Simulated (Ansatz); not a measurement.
A set of 12 reactions (atomization), with CCSD(T)/CBS values in kJ/mol:

| reaction | ΔE |
| --- | --- |
| `NC(O)(O)[SiH2]F` → C• + F• + 6 H• + N• + 2 O• + Si• | 4439.9 |
| `N#COC=O` → 2 C• + H• + N• + 2 O• | 2791.8 |
| `C=CCCC` → 5 C• + 10 H• | 6060.3 |
| `N[C@H]1C[C@@H]1N` → 3 C• + 8 H• + 2 N• | 4966.6 |
| `FC1=CO[SiH2]C1` → 3 C• + F• + 5 H• + O• + Si• | 4504.7 |
| `IC1C=C1` → 3 C• + 3 H• + I• | 2684.1 |
| `[SiH3][Ga]1[CH2][CH2]1` → 2 C• + Ga• + 7 H• + Si• | 3593.1 |
| `BB[SiH3]` → 2 B• + 6 H• + Si• | 2755.6 |
| `C[SiH]1[AlH][SnH2]1` → Al• + C• + 7 H• + Si• + Sn• | 3145.9 |
| `C#CC(C)(N)S` → 4 C• + 7 H• + N• + S• | 5115.5 |
| `CCC[SiH2]O` → 3 C• + 10 H• + O• + Si• | 5671.2 |
| `O=CC([SiH3])=S` → 2 C• + 4 H• + O• + S• + Si• | 3335.1 |

Isolated molecules relaxed with PBE0-D4/def2-TZVP in Ansatz; ΔE leaves out vibrations. CBS: MP2 limit from def2 TZ/QZ plus the TZ coupled-cluster correction, frozen cores. This one scheme is used for every species, atoms too. Functionals use def2-TZVPP. B3LYP here is the variant with VWN-RPA as its local correlation; programs differ in this. No spin–orbit coupling; open shells (•) take unrestricted orbitals. Spin–orbit coupling would lower the free atoms: a little for Al, B, C, F, O, S, Si; clearly for Ga; strongly for I, Sn. def2 core potentials past Kr. Bonds to Ga, I, Sn are less sure, by a few kJ/mol each and by 10 to 20 or more in all where they break to atoms, as the def2 sets lack core-valence functions. Scalar relativity is left out up to krypton. One conformer a species, not always the lowest.

**Question.** Give the mean, mean absolute and largest difference (level minus CCSD(T)/CBS, kJ/mol) for: PBE-D4, PBE0-D4, B3LYP-D4, ωB97X-V, ωB97M-V, B2PLYP, PBE, B3LYP, HF/def2-TZVPP, CCSD/def2-TZVPP, CCSD(T)/def2-TZVPP, MP2/def2-QZVPP, SCS-MP2/def2-QZVPP, HF/CBS(def2). (An estimate is asked.)

**Answer.** Computed: 
```tsv
level	mean	mean absolute	largest
PBE-D4	98.6	100.3	199.9
PBE0-D4	16.9	31.2	55.8
B3LYP-D4	1.0	16.6	42.6
ωB97X-V	11.1	13.6	39.2
ωB97M-V	11.5	18.4	35.1
B2PLYP	-43.1	43.3	-80.8
PBE	76.3	82.2	190.4
B3LYP	-34.9	38.7	-78.2
HF/def2-TZVPP	-1155.7	1155.7	-1516.5
CCSD/def2-TZVPP	-175.4	175.4	-237.3
CCSD(T)/def2-TZVPP	-108.1	108.1	-145.8
MP2/def2-QZVPP	22.1	43.0	111.5
SCS-MP2/def2-QZVPP	11.4	23.0	66.8
HF/CBS(def2)	-1149.7	1149.7	-1510.1
```

The largest T1 diagnostic in the set is 0.018, for Al• (customary mark 0.045).

CCSD(T)/CBS is a level of theory with its own doubt, and the functionals carry their triple-zeta basis error, so these figures describe this set and don't rank the functionals.
